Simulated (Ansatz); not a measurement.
CaCl2, charge -1, doublet, at a GFN2-xTB geometry (such geometries of metal compounds can be far from the true shape) (a state made from the parent by changing its charge; the spin is typed, not shown lowest) (a gas-phase anion, which may not be bound at this level). Base run: PBE/def2-SVP in Ansatz (a program for electronic structure).

Input for Ansatz:
Ansatz 0.2 input:
```yaml
crystal:
  periodic: [false, false, false]
  atoms:
    - {symbol: Ca, position_ang: [0.21041032, -0.79122363, 0.00034680]}
    - {symbol: Cl, position_ang: [1.53102219, 0.90477583, -1.61871510]}
    - {symbol: Cl, position_ang: [-1.77856375, 0.02607551, 1.61830710]}
basis:
  gaussian:
    orbitals: def2-SVP
hamiltonian:
  xc: pbe
total_charge: -1
magnetization: {spin_polarized: true, initial_magnetization: 1}
```

The bond that is stretched is that between atoms 3 and 1. A test that says stable can miss a lower solution.

Each row names what was changed in the base input (with any setting that the change needs).

```csv
change,ΔE vs base (mEh),<S^2>,stability test says
base,0.000,0.750,minimum
spin_polarized = on; lower_state_search = off,0.000,0.750,undecided (no full test)
spin_polarized = on; lower_state_search = standard,0.000,0.750,minimum
bond × 1.25,35.074,0.750,minimum
spin_polarized = on; lower_state_search = off; bond × 1.25,35.074,0.750,undecided (no full test)
spin_polarized = on; lower_state_search = standard; bond × 1.25,35.074,0.750,minimum
bond × 1.5,66.421,0.751,minimum
spin_polarized = on; lower_state_search = off; bond × 1.5,66.421,0.751,undecided (no full test)
spin_polarized = on; lower_state_search = standard; bond × 1.5,66.421,0.751,minimum
bond × 1.8,88.381,0.754,minimum
spin_polarized = on; lower_state_search = off; bond × 1.8,88.381,0.754,undecided (no full test)
spin_polarized = on; lower_state_search = standard; bond × 1.8,88.381,0.754,minimum
bond × 2.2,98.868,0.753,minimum
spin_polarized = on; lower_state_search = off; bond × 2.2,98.868,0.753,undecided (no full test)
spin_polarized = on; lower_state_search = standard; bond × 2.2,98.868,0.753,minimum
bond × 3.0,100.9,0.752,minimum
spin_polarized = on; lower_state_search = off; bond × 3.0,100.9,0.752,undecided (no full test)
spin_polarized = on; lower_state_search = standard; bond × 3.0,100.9,0.752,minimum
```

A gas-phase anion may not be bound at this level; its values then depend on the basis.

On stretching, the SCF can end on different states; <S^2> shows the spin contamination of each.
